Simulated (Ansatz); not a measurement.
The same hydrogenolysis along the group B, Al, Ga, In.

Gas-phase electronic energies from Ansatz, PBE0-D4/def2-TZVP geometries. CCSD(T)/CBS is the MP2 limit (def2-TZVPP, def2-QZVPP) plus CCSD(T) − MP2 in def2-TZVPP, frozen cores. This one scheme is used for every species. DFT in def2-TZVPP. B3LYP here is the variant with VWN-RPA as its local correlation; programs differ in this. def2 core potentials past Kr. For Ga, In outer-core shells are correlated without core-valence functions, which leaves a few kJ/mol of doubt a bond. Scalar relativity is left out up to krypton.

```json
{"reaction": "`BN([SiH3])[SiH3]` + H₂ → BH₃ + `[SiH3]N[SiH3]`", "r2SCAN-D4 (eV)": "1.22", "B3LYP-D4 (eV)": "1.18"}
{"reaction": "`[AlH2][N]([SiH3])[SiH3]` + H₂ → `[AlH3]` + `[SiH3]N[SiH3]`", "r2SCAN-D4 (eV)": "1.00", "B3LYP-D4 (eV)": "0.93"}
{"reaction": "`[SiH3][N]([SiH3])[GaH2]` + H₂ → `[GaH3]` + `[SiH3]N[SiH3]`", "r2SCAN-D4 (eV)": "0.51", "B3LYP-D4 (eV)": "0.48"}
{"reaction": "`[SiH3][N]([SiH3])[InH2]` + H₂ → `[InH3]` + `[SiH3]N[SiH3]`", "r2SCAN-D4 (eV)": "0.26", "B3LYP-D4 (eV)": "0.21"}
```

**Question.** Give the CCSD(T)/CBS values in the same order. (Estimate.)

**Answer.** The calculation gave: 1.17, 0.97, 0.58, 0.39 eV.

Largest T1 diagnostic: 0.015, for `[SiH3][N]([SiH3])[InH2]`.
